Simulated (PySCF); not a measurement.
## What binds ZnCl⁺: the parts of the energy along the bond

State: ¹Σ⁺, singlet, closed shell. RHF-based CCSD(T) in PySCF 2.14 with Zn cc-pVTZ-PP with ECP10, Cl cc-pV(T+d)Z and Zn cc-pVQZ-PP with ECP10, Cl cc-pV(Q+d)Z (frozen core orbitals: 9; scalar-relativistic core potentials). Correlation energies are extrapolated as n⁻³ (n = 3, 4), Hartree–Fock as (n+1)·exp(−9√n). All energies in eV from Zn⁺ + Cl.

```csv
R (Å),HF/CBS,CCSD corr.,(T),total
1.8004,-0.377,-1.393,-0.1730,-1.943
1.8823,-0.948,-1.301,-0.1671,-2.416
1.9641,-1.244,-1.229,-0.1644,-2.637
2.0459,-1.343,-1.176,-0.1648,-2.683
2.1278,-1.302,-1.139,-0.1680,-2.609
2.2301,-1.118,-1.115,-0.1760,-2.409
2.3324,-0.839,-1.113,-0.1886,-2.141
```

A fit to the total gives Re = 2.0314 Å, De = 2.685 eV, ωe = 478.5 cm⁻¹, Be = 0.1807 cm⁻¹ (masses 63.9291 and 34.9689 u).

Q: At R = 2.0459 Å the CCSD correlation energy is -0.650600 hartree in the smaller basis and -0.706773 in the larger. Extrapolate it.

A: (4³·E4 − 3³·E3)/(4³ − 3³) = -0.74776 hartree; the larger basis holds 94.5 % of it.

The T1 diagnostic is 0.019. The open-shell atoms are computed with UHF. Spin–orbit coupling, excitations beyond (T) and corrections to the Born–Oppenheimer picture are left out.
